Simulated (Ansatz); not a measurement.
The molecule SiCl, multiplicity 2 (lowest of 2S+1 = 2, 4 at CCSD(T)/def2-TZVPP on PBE0 minima; our sources give no spin for the ground state, which may be another).

| level | bond energy D_e (kcal/mol) |
|---|---|
| SVWN5/def2-TZVPP | 120.72 |
| PBE/def2-TZVPP | 106.20 |
| r2SCAN/def2-TZVPP | 103.79 |
| B97M-V/def2-TZVPP | 106.13 |
| B3LYP/def2-TZVPP | 100.48 |
| PBE0/def2-TZVPP | 102.70 |
| BHLYP/def2-TZVPP | 96.28 |
| CAM-B3LYP/def2-TZVPP | 100.28 |
| wB97X-V/def2-TZVPP | 103.72 |
| wB97M-V/def2-TZVPP | 104.77 |
| B2PLYP/def2-TZVPP | 100.44 |
| CCSD/aug-cc-pV(T+d)Z | 94.31 |
| CCSD/def2-TZVPP | 93.56 |
| CCSD/aug-cc-pV(Q+d)Z | 97.25 |
| CCSD/def2-QZVPP | 96.73 |
| CCSD(T)/aug-cc-pV(T+d)Z | 97.64 |
| CCSD(T)/def2-TZVPP | 96.74 |
| CCSD(T)/aug-cc-pV(Q+d)Z | 100.78 |
| CCSD(T)/def2-QZVPP | 100.20 |

The rows run from 93.56 (CCSD/def2-TZVPP) to 120.72 kcal/mol (SVWN5/def2-TZVPP). From def2-TZVPP to def2-QZVPP CCSD(T) changes by 3.46. The 11 functionals in def2-TZVPP without D3 or D4 span 24.43, from BHLYP to SVWN5.

D_e counts from the fitted minimum to each atom's lowest state at the same level, without counterpoise.

Cores are frozen in the correlated methods.

The values were computed with Ansatz (a quantum-chemistry and plane-wave program). Each number belongs to the level named beside it.
